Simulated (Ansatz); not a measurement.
System: SiI, net charge 0, doublet state. 
Geometry from a B3LYP-D3(BJ)/def2-TZVP (Ansatz, a first-principles code) optimisation:
SMILES: [Si]I
```xyz
2

Si     0.0000     0.0000    -1.9529
I      0.0000     0.0000     0.5159
```
Charge 0, spin multiplicity 2.

Quantity: vertical electron affinity (to the triplet state of charge -1; a negative value means that the extra electron is unbound and the number depends on the basis; each state is the SCF solution reached for its spin), in eV. Valence correlation only, unless marked. Open shells are spin-unrestricted. Spin-orbit coupling is left out. Frozen are the shells of the preceding noble gas and the d and f shells that filled before the atom's block. Past Kr the def2 sets carry scalar-relativistic core potentials. Anions need diffuse functions: def2-D sets add few. CBS(X,Y): correlation extrapolated as X^-3; Hartree-Fock from the larger set.

```
level                                 program  vertical electron affinity (eV)
------------------------------------  -------  -------------------------------
r2SCAN/def2-TZVPD                      Ansatz                             1.53
PBE0/def2-TZVPD                        Ansatz                             1.48
BHLYP/def2-TZVPD                       Ansatz                             1.31
CAM-B3LYP/def2-TZVPD                   Ansatz                             1.41
wB97M-V/def2-TZVPD                     Ansatz                             1.31
wB97X-V/def2-TZVPD                     Ansatz                             1.37
wB97X/def2-TZVPD                       Ansatz                             1.43
CCSD/def2-SVPD                         Ansatz                             1.22
CCSD/def2-TZVPPD                       Ansatz                             1.35
CCSD/def2-QZVPPD                       Ansatz                             1.43
CCSD/CBS(def2-TZVPPD,def2-QZVPPD)      Ansatz                             1.47
CCSD(T)/def2-SVPD                      Ansatz                             1.21
CCSD(T)/def2-TZVPPD                    Ansatz                             1.36
CCSD(T)/def2-QZVPPD                    Ansatz                             1.45
CCSD(T)/CBS(def2-TZVPPD,def2-QZVPPD)   Ansatz                             1.49
```
